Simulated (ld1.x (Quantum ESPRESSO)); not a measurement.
# Plane-wave convergence, TM potential for Pb

| Item | Value |
| --- | --- |
| Element | lead |
| Generator | ld1.x (Quantum ESPRESSO) 7.5 |
| Type | norm-conserving Troullier–Martins (Kleinman–Bylander form) |
| Functional | PBE |
| Relativity | scalar-relativistic |
| Frozen core | [Xe] 4f14 |
| Valence charge | 14 |
| Reference configuration | 5d10 6s2 6p2 |
| Partial waves | 6p (bound): rc 2.45 bohr; 5d (bound): rc 1.20 bohr; 6s (bound): rc 1.55 bohr |
| Local potential | the s channel |
| Core correction | none |

The pseudo-atom Hamiltonian at the reference potential is diagonalised in spherical Bessel functions j_l(qr) that vanish at 20 bohr, with q² up to the cutoff. All-electron valence levels (Ry): 6p -0.2571, 5d -1.5565, 6s -0.8849.

**Question.** How do the lowest levels (Ry) of each channel move with the cutoff, and are there ghosts?

**Answer.**

```json
{"cutoff (Ry)": "8", "p #1": "-0.2513", "p #2": "0.0221", "d #1": "-0.0852", "d #2": "0.0591", "s #1": "-0.7811", "s #2": "-0.0338", "f #1": "0.1025", "f #2": "0.2210", "Σ f·Δε (mRy)": "14932.0"}
{"cutoff (Ry)": "18", "p #1": "-0.2567", "p #2": "0.0215", "d #1": "-0.8242", "d #2": "0.0472", "s #1": "-0.8199", "s #2": "-0.0369", "f #1": "0.1025", "f #2": "0.2210", "Σ f·Δε (mRy)": "7453.8"}
{"cutoff (Ry)": "40", "p #1": "-0.2571", "p #2": "0.0215", "d #1": "-1.5432", "d #2": "0.0448", "s #1": "-0.8790", "s #2": "-0.0427", "f #1": "0.1025", "f #2": "0.2209", "Σ f·Δε (mRy)": "144.3"}
{"cutoff (Ry)": "60", "p #1": "-0.2571", "p #2": "0.0215", "d #1": "-1.5533", "d #2": "0.0448", "s #1": "-0.8831", "s #2": "-0.0429", "f #1": "0.1025", "f #2": "0.2209", "Σ f·Δε (mRy)": "35.9"}
{"cutoff (Ry)": "110", "p #1": "-0.2571", "p #2": "0.0215", "d #1": "-1.5564", "d #2": "0.0448", "s #1": "-0.8844", "s #2": "-0.0430", "f #1": "0.1025", "f #2": "0.2209", "Σ f·Δε (mRy)": "1.6"}
{"cutoff (Ry)": "180", "p #1": "-0.2571", "p #2": "0.0215", "d #1": "-1.5565", "d #2": "0.0448", "s #1": "-0.8848", "s #2": "-0.0430", "f #1": "0.1025", "f #2": "0.2209", "Σ f·Δε (mRy)": "0.2"}
{"cutoff (Ry)": "400", "p #1": "-0.2571", "p #2": "0.0215", "d #1": "-1.5565", "d #2": "0.0448", "s #1": "-0.8849", "s #2": "-0.0430", "f #1": "0.1025", "f #2": "0.2209", "Σ f·Δε (mRy)": "0.0"}
```

Result: no extra level below or beside the all-electron valence levels (p, d, s, f tested); 10 mRy is reached at 90 Ry and 1 mRy at 140 Ry.
